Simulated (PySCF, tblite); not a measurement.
Compound: C5H6F2O2.
Numbering: `[F:1][CH:2]([F:3])[O:4][C:5]1=[CH:6][CH2:7][O:8][CH2:9]1` (hydrogens: H10 on C2; H11 on C6; H12, H13 on C7; H14, H15 on C9)

Geometry (GFN2-xTB, Å), atoms numbered from 1 in this order:
```
atom  x, y, z in Å
F1     3.1674    1.3031   -0.9922
C2     2.2476    0.6801   -0.2497
F3     2.3947    1.1485    1.0141
O4     1.0292    0.9773   -0.7584
C5    -0.0313    0.2602   -0.2661
C6    -0.1202   -0.6006    0.7370
C7    -1.5348   -1.0845    0.8222
O8    -2.2225   -0.4640   -0.2581
C9    -1.3672    0.4357   -0.9320
H10    2.4764   -0.4034   -0.2257
H11    0.6346   -0.9244    1.4264
H12   -2.0056   -0.7996    1.7739
H13   -1.6102   -2.1744    0.7147
H14   -1.7320    1.4667   -0.8281
H15   -1.3305    0.1873   -1.9999
```

Computed with PBE0/pcSseg-1 in PySCF (dipole) on a GFN2-xTB geometry, gas phase.

Take the most abundant isotopes and a rigid rotor. The values belong to one conformer with, in the numbering `[F:1][CH:2]([F:3])[O:4][C:5]1=[CH:6][CH2:7][O:8][CH2:9]1`, F1–C2–O4–C5 170°, C2–O4–C5–C6 8°.

(1) What are A, B and C (cm⁻¹)?

(2) Classify the top.

(3) What does the inertial defect say?

(4) List the rotational levels J(Ka,Kc) to J = 5 (MHz).

(5) Which lines would a microwave search look for?

(6) Estimate the classical rotational partition function at 10 K, 25 K and 50 K.

Answers

(1) Ia = 113.53, Ib = 569.14, Ic = 646.09 u·Å²; 505379 MHz·u·Å²/I gives 4451, 888.0 and 782.2 MHz, that is A = 0.14849, B = 0.02962, C = 0.02609 cm⁻¹.

(2) A near-prolate asymmetric top; Ray's κ = -0.942.

(3) Not planar: Δ = Ic − Ia − Ib = -36.58 u·Å². For a rigid frame Δ = −2 Σ m c², so Σ m c² = 18.29 u·Å² lies off the ab plane: 5.63 from hydrogen and 12.66 from heavier atoms. The atom farthest from that plane is 1.34 Å away.

(4) Above 0(0,0):
J = 1: 1(0,1) 1670, 1(1,1) 5234, 1(1,0) 5339
J = 2: 2(0,2) 5008, 2(1,2) 8468, 2(1,1) 8786, 2(2,1) 19476, 2(2,0) 19478
J = 3: 3(0,3) 10010, 3(1,3) 13319, 3(1,2) 13953, 3(2,2) 24487, 3(2,1) 24498, 3(3,1) 42570, 3(3,0) 42570
J = 4: 4(0,4) 16667, 4(1,4) 19784, 4(1,3) 20841, 4(2,3) 31166, 4(2,2) 31200, 4(3,2) 49255, 4(3,1) 49256, 4(4,1) 74566, 4(4,0) 74566
J = 5: 5(0,5) 24972, 5(1,5) 27860, 5(1,4) 29446, 5(2,4) 39512, 5(2,3) 39592, 5(3,3) 57614, 5(3,2) 57615, 5(4,2) 82922, 5(4,1) 82922, 5(5,1) 115465, 5(5,0) 115465
The levels of one J sum to (2J + 1)J(J + 1)(A + B + C)/3.

(5) The dipole components are |μa| = 0.46 D, |μb| = 1.13 D, |μc| = 1.35 D. Intensities carry the squares of the components, which stand as 0.12 : 0.70 : 1.00 (a : b : c). Some lines, for components of 0.1 D or more:

```
type  branch         J(Ka,Kc)    MHz  lower level (cm⁻¹)
   a       R  2(1,2) ← 1(1,1)   3235               0.175
   a       R  2(1,1) ← 1(1,0)   3446               0.178
   a       R  3(1,2) ← 2(1,1)   5168               0.293
   a       R  5(1,4) ← 4(1,3)   8605               0.695
   b       Q  2(2,1) ← 2(1,2)  11008               0.282
   b       R  2(2,0) ← 1(1,1)  14245               0.175
   c       R  3(2,1) ← 2(1,1)  15713               0.293
   b       R  4(2,3) ← 3(1,2)  17212               0.465
   c       Q  3(3,1) ← 3(2,1)  18072               0.817
   b       Q  4(3,2) ← 4(2,3)  18090               1.040
   c       R  5(2,3) ← 4(1,3)  18751               0.695
   c       R  4(3,1) ← 3(2,1)  24757               0.817
   c       R  4(3,2) ← 3(2,2)  24769               0.817
   c       Q  5(4,2) ← 5(3,2)  25307               1.922
   b       Q  5(4,2) ← 5(3,3)  25308               1.922
```

(6) Point group C1, symmetry number σ = 1; q = (√π/σ)·√((kT/h)³/(ABC)), k/h = 20836.6 MHz/K: 3030 at 10 K, 12000 at 25 K, 33900 at 50 K.

Its GFN2-xTB frequencies are all real (lowest 57 cm⁻¹). Constants of a rigid frame at the computed geometry: no zero-point averaging, no centrifugal distortion.
